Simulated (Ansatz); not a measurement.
Mulliken charges of C$_{2}$H$_{4}$OSSe (`O=C(S)C[SeH]`) from ωB97M-V/def2-TZVPP in Ansatz (PBE0-D4/def2-TZVP geometry).

| atom | x (Å) | y (Å) | z (Å) | charge (e) |
| --- | --- | --- | --- | --- |
| O1 | -1.968 | -0.444 | 0.794 | -0.264 |
| C2 | -0.805 | -0.191 | 0.668 | 0.198 |
| S3 | 0.000 | 0.850 | 1.876 | -0.067 |
| C4 | 0.034 | -0.699 | -0.473 | -0.320 |
| Se5 | 0.089 | 0.594 | -1.941 | -0.020 |
| H6 | 1.234 | 0.805 | 1.348 | 0.103 |
| H7 | 1.048 | -0.955 | -0.175 | 0.156 |
| H8 | -0.462 | -1.575 | -0.891 | 0.154 |
| H9 | 0.919 | 1.570 | -1.222 | 0.060 |

Question: By hand: the dipole of these point charges (1 e Å = 4.8032 D).

Answer: Σ q r = (0.622, 0.020, -0.112) e Å, of length 0.632 e Å = 3.04 D.

Question: How does the dipole of the full density compare? (Estimate.)

Answer: Computed: (0.664, -0.041, -0.112) e Å, 3.24 D; the point charges give 0.94 times that, at 5° from its direction.

Point charges leave out the atoms' own dipoles, such as those of lone pairs, and Mulliken's split depends on the basis, so the close match here is no proof of good charges.
